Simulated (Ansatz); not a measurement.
Cartesian coordinates in Å:
```
Al -0.793 -0.983 1.619
Si -1.371 0.008 -0.556
C -0.054 -0.266 -1.830
N 0.126 0.924 -0.970
Si 1.217 0.917 0.326
H -0.438 -2.528 1.698
H -1.108 -0.129 2.920
H -2.603 0.678 -1.053
H 0.661 -1.082 -1.729
H -0.261 -0.006 -2.865
H 0.999 2.070 1.225
H 2.643 0.724 -0.040
H 0.983 -0.327 1.255
```

Total charge 0; spin multiplicity 1.

Task: List the B3LYP/def2-TZVPP orbital energies in eV (the Gaussian-basis code of Ansatz). (Estimate.)

Result: The calculation gave: Occupied: -1799.92, -1799.00, -1524.31, -389.40, -277.64, -144.39, -143.54, -112.28, -99.75, -99.68, -99.67, -98.90, -98.85, -98.80, -73.01, -72.86, -72.81, -24.47, -17.74, -15.19, -14.15, -12.56, -11.92, -11.39, -10.59, -9.89, -9.36, -8.33, -8.25, -7.29, -6.83. Lowest empty: -1.52, -0.70, -0.23, 0.24, 0.69, 0.85, 1.00, 1.51.

B3LYP here is the variant with VWN-RPA as its local correlation; programs differ in this.
